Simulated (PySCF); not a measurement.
Spinor energies of Se⁴⁺ (selenium, charge +4)

Start: [Ar] 3d10 4s2. Calculated with PySCF 2.14 in x2c-QZVPPall-2c: generalised Hartree-Fock with the X2C-1e Hamiltonian and a Gaussian nucleus; one run each with spin-orbit coupling (SO) switched off, then screened by Boettger's factors.

```csv
spinor shell,electrons,"ε, spin-free (eV)","ε, screened SO (eV)",weight of nominal j (screened SO),"rms radius, screened SO (bohr)"
1s1/2,2,-12790.5,-12790.2,1.000,0.0508
2s1/2,2,-1748.4,-1748.4,1.000,0.212
2p1/2,2,-1539.0,-1567.8,1.000,0.187
2p3/2,4,-1539.0,-1525.2,1.000,0.190
3s1/2,2,-302.14,-302.12,1.000,0.611
3p1/2,2,-234.02,-238.31,1.000,0.628
3p3/2,4,-234.02,-231.98,1.000,0.639
3d3/2,4,-121.87,-122.45,1.000,0.684
3d5/2,6,-121.87,-121.47,1.000,0.689
4s1/2,2,-65.813,-65.812,1.000,1.72
```

```csv
quantity,spin-free,screened SO
E (hartree),-2424.32473,-2424.44438
M_J,0,0
⟨J²⟩,0.000,0.000
⟨L²⟩,0.000,0.003
⟨S²⟩,0.000,0.003
```

Without spin-orbit coupling the j labels of p, d and f shells carry no meaning; the spin-free column gives the mean over the occupied spinors of each nl shell.
